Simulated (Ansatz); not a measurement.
The same path of a periodic cell of 20 atoms, C19O (surface graphene monolayer, adsorbate CO) was run twice with different band settings.

Theory: DFT PBE, scalar-relativistic, plane waves, PAW in Ansatz. Settings: PAW set soft_1, cutoff 420 eV, k mesh 2x2x1, fermi-dirac smearing 0.05 eV, no spin polarisation.

Relaxed end points:

```xyz
20
Lattice="7.3980 0.0000 0.0000 -3.6990 6.4069 0.0000 0.0000 0.0000 11.0000" Properties=species:S:1:pos:R:3
C 0.014 0.036 0.784
C 1.247 0.748 0.784
C -1.213 2.168 0.784
C 0.014 2.876 0.784
C -2.452 4.299 0.784
C -1.213 5.015 0.784
C 2.486 0.032 0.784
C 3.713 0.741 0.783
C 1.247 2.164 0.784
C 2.486 2.879 0.784
C 0.014 4.307 0.784
C 1.247 5.019 0.784
C 4.946 0.028 0.784
C 6.185 0.744 0.784
C 3.713 2.172 0.783
C 4.946 2.883 0.784
C 2.486 4.304 0.784
C 3.713 5.012 0.784
C 3.832 0.784 4.669
O 3.320 0.174 5.479
```

```xyz
20
Lattice="7.3980 0.0000 0.0000 -3.6990 6.4069 0.0000 0.0000 0.0000 11.0000" Properties=species:S:1:pos:R:3
C -0.013 -0.085 0.766
C 1.227 0.631 0.766
C -1.241 2.056 0.766
C -0.013 2.764 0.766
C -2.472 4.184 0.766
C -1.241 4.894 0.766
C 2.459 -0.080 0.766
C 3.686 0.629 0.766
C 1.227 2.048 0.766
C 2.459 2.759 0.766
C -0.013 4.186 0.766
C 1.227 4.902 0.766
C 4.926 -0.088 0.766
C 6.157 0.623 0.766
C 3.686 2.050 0.766
C 4.927 2.767 0.766
C 2.459 4.191 0.766
C 3.686 4.900 0.766
C 3.098 1.336 4.497
O 1.990 1.130 4.634
```

Common settings: climbing image yes; spring 5.0 eV/Å²; force threshold 0.05 eV/Å; end points relaxed.

| run | movable images | optimiser | start path | iteration limit | largest step |
| --- | --- | --- | --- | --- | --- |
| 1 | 5 | lbfgs | IDPP | 80 | default |
| 2 | 3 | fire | default | 50 | 0.5 Å |

Question: What does each run give, and how far can it be trusted?

Answer: Run 1: converged after 5 iterations, highest image 0.000 eV above the first end. The highest image is an end point: on this band no image between the ends rises above it.
Run 2: converged after 46 iterations, highest image 0.000 eV above the first end. The highest image is an end point: on this band no image between the ends rises above it.
Limits of this set-up: coarse k mesh, slab without dipole correction, no dispersion correction for a molecule that may bind weakly.
